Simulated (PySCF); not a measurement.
AlF₂I, SMILES [F][Al]([F])[I].

Geometry optimised at r2SCAN-D4/def2-SVP. The def2 effective core potentials stand for the cores of I; spin–orbit coupling is left out.

Level of theory: r2SCAN-D4/def2-SVP (PySCF).

Frequencies are harmonic and unscaled.

```
mode  ν (cm⁻¹)  IR (km/mol)  Raman (Å⁴/amu)  depolarisation  moving atoms (share of kinetic energy)
----  --------  -----------  --------------  --------------  --------------------------------------
1          150          7.0             2.3            0.75                         F 71 %, Al 22 %
2          199         17.2             2.0            0.41                          F 79 %, I 20 %
3          239         68.9             3.5            0.75                         Al 71 %, F 28 %
4          366         74.0             7.0            0.12                 Al 49 %, F 37 %, I 13 %
5          815        170.4             2.7            0.08                         F 63 %, Al 36 %
6          961        106.0             0.4            0.75                         Al 51 %, F 49 %
```
